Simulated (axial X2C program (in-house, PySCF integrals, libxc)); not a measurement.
Ω levels of FCuF from open-shell CI on d8 s1 p(π)0

Computed with an in-house all-electron X2C program for linear molecules (integrals from PySCF): two-component X2C with atomic mean-field Coulomb and Gaunt terms, basis F dyall-av3z, Cu dyall-v3z (cores contracted in-house). Orbitals come from Hartree–Fock averaged over the configuration Cu d8 s1 p(π)0; CI then distributes these electrons over the d, s, p(π) shells of Cu.

F–Cu–F held linear, both bonds 1.773 Å (near the minimum of the configuration average).

Active spinors (ω > 0):

```json
{"shell": "d", "ω": "3/2", "ε (eV)": "-24.27", "character": "100% Cu d"}
{"shell": "d", "ω": "5/2", "ε (eV)": "-24.01", "character": "100% Cu d"}
{"shell": "d", "ω": "1/2", "ε (eV)": "-22.79", "character": "93% Cu d, 6% F p"}
{"shell": "d", "ω": "3/2", "ε (eV)": "-22.65", "character": "93% Cu d, 6% F p"}
{"shell": "d", "ω": "1/2", "ε (eV)": "-21.75", "character": "87% Cu d, 8% F p, 3% Cu s"}
{"shell": "s", "ω": "1/2", "ε (eV)": "-3.66", "character": "48% Cu s, 22% F p, 15% Cu d"}
{"shell": "p(π)", "ω": "1/2", "ε (eV)": "1.47", "character": "77% Cu p, 16% F p"}
{"shell": "p(π)", "ω": "3/2", "ε (eV)": "1.49", "character": "77% Cu p, 16% F p"}
```

Lowest levels of this model:

```json
{"Ω": "5/2", "energy (cm⁻¹)": "0", "g∥": "6.00", "configuration": "74% d9 + 26% d8 s1"}
{"Ω": "3/2", "energy (cm⁻¹)": "450", "g∥": "3.20", "configuration": "76% d9 + 24% d8 s1"}
{"Ω": "1/2", "energy (cm⁻¹)": "1743", "g∥": "0.08", "configuration": "78% d9 + 22% d8 s1"}
{"Ω": "3/2", "energy (cm⁻¹)": "2141", "g∥": "2.80", "configuration": "76% d9 + 24% d8 s1"}
{"Ω": "1/2", "energy (cm⁻¹)": "6600", "g∥": "1.92", "configuration": "88% d9 + 12% d8 s1"}
```

g∥ is the magnitude of 2⟨Lz + ge Sz⟩ for the +Ω component.

Q: From Ω and g∥ of the lowest level, whose 2⟨Lz + ge Sz⟩ is positive, find ⟨Sz⟩ and ⟨Lz⟩ (ge = 2.0023).

A: Ω = ⟨Lz⟩ + ⟨Sz⟩ = 5/2 and ⟨Lz⟩ + ge⟨Sz⟩ = 3.000, so ⟨Sz⟩ = 0.50 and ⟨Lz⟩ = 2.00.

Occupations of the active spinors in the lowest level by ω, shell by shell in order of energy: -5/2: 0.01; -3/2: 0.99 1.00 0.00; -1/2: 1.00 0.84 0.15 0.00; 1/2: 1.00 0.90 0.11 0.00; 3/2: 1.00 1.00 0.00; 5/2: 1.00. The leading determinant has weight 0.74 among 1119.

This point took 3.1 s on 1 thread of Arm Neoverse V1, on a shared host.

There is no dynamic correlation: spin–orbit spacings and, for f shells, spacings inside one term are the most reliable numbers, splittings between terms come out too wide, and energies between configurations are not reliable, so the lowest level need not be the ground state of the molecule. The lowest levels belong to d9, not to the averaged configuration, so orbitals and distance suit them less well. For d shells the ligand-field splittings (σ, π, δ) and their order can be off by a thousand cm⁻¹ or more. At most 4 roots were kept for each Ω > 0 (twice that for Ω = 0) within 3.2 eV of the lowest, so higher up levels can be missing between those listed; levels with Ω > 0 are doubly degenerate and listed once, Ω = 0 levels singly. States that fill the shells left empty in the average are placed too high. The molecule was held linear; bending was not examined.
